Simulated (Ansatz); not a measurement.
Spectroscopic constants of NiN, multiplicity 4 (lowest of 2S+1 = 2, 4, 6 at CCSD(T)/def2-TZVPP on PBE0 minima; our sources give no spin for the ground state, which may be another). No spin–orbit coupling. Ni is treated without relativity. The T1 diagnostic near the minimum is 0.082, so single-reference values are doubtful.

Seven points along R, fitted to fifth degree in 1/R; most abundant isotopes. In def2 and cc sets the state is the lowest found near the PBE0 minimum, followed along R.

Correlated levels freeze the inner cores; with def2 sets outer-core shells near the valence are correlated too.

The values were computed with Ansatz (Gaussian orbitals). Values without a source in brackets are computed.

Problem. What bond length and harmonic frequency does PBE/def2-TZVPP give?

Solution. r_e = 1.614 Å, ω_e = 836 cm⁻¹.

Problem. What bond length and harmonic frequency does CAM-B3LYP/def2-TZVPP give?

Solution. r_e = 1.653 Å, ω_e = 528 cm⁻¹.

Problem. What bond length and harmonic frequency does CCSD(T)/def2-TZVPP give?

Solution. r_e = 1.613 Å, ω_e = 860 cm⁻¹.

Doubts at one or more of the structures used: T1 above 0.05 (CCSD(T)/def2-TZVPP).

Ansatz is a first-principles code.
